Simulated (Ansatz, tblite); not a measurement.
Removing and adding an electron: In₈P₇F₃. Charge 0, multiplicity 1. Geometry: PBE-D4/def2-SVP. Ansatz, gas phase; energy differences of separate SCF runs; the oxidised species was run as a doublet alone; the reduced species was run as a doublet alone.

```xyz
18

P     0.6556   -1.8577    1.5638
P     0.0870    1.6974    1.9748
P    -2.6549   -0.5623    0.5243
P    -0.5649   -0.1140    0.9106
P    -0.4107   -1.2739   -3.1959
P    -1.9042    2.8657   -1.5558
P     2.6869    1.8438   -1.2864
In   -2.2832   -2.5458    2.6465
In    0.2963   -0.1024    4.2693
In    0.2315   -2.3444   -0.9627
In   -2.6954    2.2555    1.1350
In   -1.7988    0.3597   -1.8149
In    2.3925    0.1490    0.7051
In    1.8546   -0.0172   -2.8572
In    0.3669    2.5318   -0.5960
F    -1.7707   -0.8366    3.9953
F     2.3333   -1.5120   -1.1958
F     3.1781   -0.5366   -4.2601
```

In the def2 sets In takes a core potential; there is no spin–orbit coupling. The xTB rows come from tblite. Single mean-field runs in def2-TZVP are fitted with def2-universal-jkfit.

| level | −HOMO (eV) | vertical IE (eV) | −LUMO (eV) | vertical EA (eV) | HOMO–LUMO gap (eV) | IE − EA (eV) | remarks |
| --- | --- | --- | --- | --- | --- | --- | --- |
| GFN1-xTB | 7.52 | 9.07 | 7.08 | 5.54 | 0.44 | 3.53 | – |
| GFN2-xTB | 9.03 | 10.59 | 8.63 | 7.10 | 0.40 | 3.48 | – |
| PBE-D4/def2-TZVP | 4.88 | 6.45 | 4.15 | 2.66 | 0.73 | 3.80 | restricted SCF unstable in HF (singlet) |
| r2SCANh-D4/def2-TZVP | 5.24 | 6.51 | 4.07 | 2.85 | 1.17 | 3.65 | restricted SCF unstable in HF (singlet) |
| PBE0-D4/def2-TZVP | 5.42 | 6.45 | 3.75 | 2.79 | 1.67 | 3.66 | restricted SCF unstable in HF (singlet) |

Relaxing the reduced species (PBE-D4/def2-SVP) changes its energy by -0.28 eV at PBE-D4/def2-TZVP, so the adiabatic electron affinity to this nearest minimum is 2.94 eV. On the way the bond P1–In13 breaks and P1–In8 forms. At PBE0-D4/def2-TZVP it is 3.15 eV.     Raw xTB energy differences between charge states are shifted by several eV; the methods need an empirical correction for them. Sets without diffuse functions give affinities that are too small.
